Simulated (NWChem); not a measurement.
System: AlH3O; SMILES [OH][AlH2]

Program: NWChem. Coordinates come from a PBE0/def2-SVP optimisation. Ions are spin-unrestricted doublets at the neutral geometry; other ion states weren't tried.

### Question
Estimate the computed values for PBE/def2-SVP. Quantities: vertical ionisation energy, ΔSCF (eV); −ε(HOMO) (eV).

### Answer
- vertical ionisation energy, ΔSCF (eV): 10.38
- −ε(HOMO) (eV): 6.85
